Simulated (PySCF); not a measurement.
# Reading the logs of faulty runs: BCH6OSi

These are calculations, not measurements. The program is PySCF 2.14.0, an open-source quantum chemistry code, run on an isolated molecule that a program drew, which may never have been made. The molecule is BCH6OSi (charge 0, doublet), drawn as the SMILES string `BCO[SiH2]`.

Each row is a Hartree-Fock (HF) and frozen-core CCSD(T) single point in the cc-pV(D+d)Z basis, meant for a local HF minimum. Run 1 is clean. Each other run has one planted mistake out of seven kinds, and not every kind appears here: one electron removed, one electron added, multiplicity raised by two, geometry at a saddle point, minimal basis STO-3G, one bond length entered in bohr, all coordinates scaled. The reference is restricted for singlets and unrestricted otherwise, and also for a bond in bohr. Adding or removing an electron swaps singlet and doublet. Electrons count all cores. HOMO and LUMO are orbital energies over both spins, the gradient is its largest component, and the lowest frequency (negative if imaginary) is given only where the gradient is small. Bond lengths are over the 9 bonds as drawn. T1 is the CCSD diagnostic: over 0.02 (restricted) or 0.045 (unrestricted) a single reference is doubtful.

Geometry of the clean run:
```xyz
10
BCH6OSi, angstrom
B     0.8082   -0.9376    0.8419
C    -0.1002   -0.4834   -0.3578
O    -0.7794    0.7434   -0.1906
Si   -0.3053    2.2377   -0.6894
H     1.3639   -1.9989    0.7529
H     0.9543   -0.2660    1.8231
H    -0.8573   -1.2612   -0.5173
H     0.4978   -0.4874   -1.2819
H    -1.4532    3.1490   -0.4877
H     0.0958    2.2045   -2.1231
```

```
run,electrons,basis functions,<S^2>,HOMO (eV),LUMO (eV),gradient (hartree/bohr),lowest frequency (cm^-1),mean bond (Å),longest bond (Å),T1,HF (hartree),CCSD(T) (hartree),mistake
1,39,95,0.754,-8.67,1.77,1.0e-05,45,1.3550,1.645,0.0149,-429.80876,-430.36186,no fault
2,40,95,0.000,0.04,6.07,7.5e-02,-,1.3550,1.645,0.0364,-429.77069,-430.35602,one electron added
3,39,95,1.382,-8.83,1.47,2.4e-02,-,1.4737,2.270,0.0584,-429.68616,-430.24127,one bond length entered in bohr
4,38,95,0.000,-16.88,-6.79,7.8e-02,-,1.3550,1.645,0.0256,-429.52387,-430.08308,one electron removed
5,39,95,3.771,-6.44,-2.04,1.0e-01,-,1.3550,1.645,0.0256,-429.62081,-430.17780,?
```

**Which mistake was planted in run 5, and what did it cost?**

Electrons, basis and geometry are unchanged, and <S^2> is 3.771, beside S(S+1) = 3.75 for a multiplicity of 4. So the mistake is: multiplicity raised by two. Subtracting run 1 and multiplying by 627.51 kcal/mol a hartree, the energy moved by 117.9 kcal/mol in HF and 115.5 kcal/mol in CCSD(T).

Cautions from the logs. Run 2: T1 is over the limit, so its CCSD(T) energy is less reliable and the HOMO is above zero, so the electron isn't bound and the energy depends on the basis; run 3: T1 is over the limit, so its CCSD(T) energy is less reliable; run 4: T1 is over the limit, so its CCSD(T) energy is less reliable.
